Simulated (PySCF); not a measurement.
C2H3O2, doublet (typed; the unrestricted solution is spin-contaminated), geometry from GFN2-xTB, with bond 4-3 at 2.0 times its length. Base run: B3LYP/def2-SV(P) run with PySCF.

Here is a job for PySCF.
```python
from pyscf import gto, scf, dft

mol = gto.Mole()
mol.atom = '''
    C    -1.38730835   -0.35068916   -0.27448655
    O    -0.18346093   -0.82611593    0.05180795
    C     0.85781086    0.00885997    0.19322336
    O     0.78871300    2.39474821   -0.09201508
    H    -1.52464209    0.70461094   -0.42482510
    H    -2.16340718   -1.08161582   -0.36761887
    H     1.74662620   -0.57752527    0.46072643
'''
mol.basis = 'def2-sv(p)'
mol.spin = 1
mol.verbose = 4
mol.build()

mf = dft.UKS(mol)
mf.xc = 'b3lyp'
mf.kernel()
```

Variants of this job, named by their change:

| change | ΔE vs base (mEh) | SCF cycles | <S^2> | outcome |
|---|---|---|---|---|
| base | 0.000 | 31 | 1.914 | converged |
| diis_space = 4 | - | 50 | - | not converged |
| conv_tol_grad = 1e-7 | 0.000 | 41 | 1.914 | converged |
| damp = 0.5; diis_start_cycle = 5 | - | 50 | - | not converged |
| conv_tol = 1e-11 | 0.000 | 33 | 1.914 | converged |
| diis_space = 20 | 0.000 | 50 | 1.914 | converged |
| level_shift = 0.1 (with mf.max_cycle = 100) | - | 100 | - | not converged |
| init_guess = sap | - | 50 | - | not converged |
| level_shift = 0.5 (with mf.max_cycle = 100) | 25.783 | 89 | 1.760 | another SCF solution |
| conv_tol = 1e-4 | 0.012 | 21 | 1.915 | converged |
| conv_tol_grad = 1e-3 | 0.000 | 31 | 1.914 | converged |
| diis_space = 2 | - | 50 | - | not converged |
| init_guess = vsap | -13.436 | 21 | 1.759 | another SCF solution |

A guess, shift, damping, solver or small numerical setting can't move a converged solution much, so rows marked as another SCF solution ended in a different state.

Open shells are given as the SCF converged; they aren't shown to be the lowest states, and a large step between rows can be another state.
